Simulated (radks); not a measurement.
Effect of the nuclear size on neutral lead, [Hg] 6p2. All-electron calculation, Dirac Kohn-Sham, exchange-only LDA, spin-unpolarised, spherical densities, finite nucleus; open shells fill j = l - 1/2 first; Fermi nuclear charge, rms radius 5.5012 fm. Program: a radial shooting solver on a logarithmic mesh with Libxc functionals. The rms radius is varied about that value; shifts are against it.

rms radius (fm),total energy shift (eV),density at nucleus (e/bohr^3),1s1/2 shift (meV),2s1/2 shift (meV),5s1/2 shift (meV),5p1/2 shift (meV),6s1/2 shift (meV),6p1/2 shift (meV),7s1/2 (empty) shift (meV)
4.8466,-29.3,2.879e+06,-11700,-1770,-21.5,0.369,-2.07,0.261,-0.094
5.2922,-9.58,2.771e+06,-3820,-580,-7.02,0.120,-0.676,0.085,-0.031
5.5012,0,2.725e+06,0.000,0.000,0.000,0.000,0.000,0.000,0.000
5.9908,23.3,2.626e+06,9260,1410,17.0,-0.290,1.64,-0.207,0.075
6.4804,47.6,2.537e+06,19000,2880,34.9,-0.590,3.36,-0.424,0.153

Slopes of the eigenvalues against <r^2> in GHz/fm^2, as finite differences over the two radii next to the reference (eigenvalue slopes, not the field-shift constants of lines): 1s1/2 401000, 2s1/2 61000, 5s1/2 738, 5p1/2 -12.6, 6s1/2 71.1, 6p1/2 -8.98, 7s1/2 (empty) 3.23.
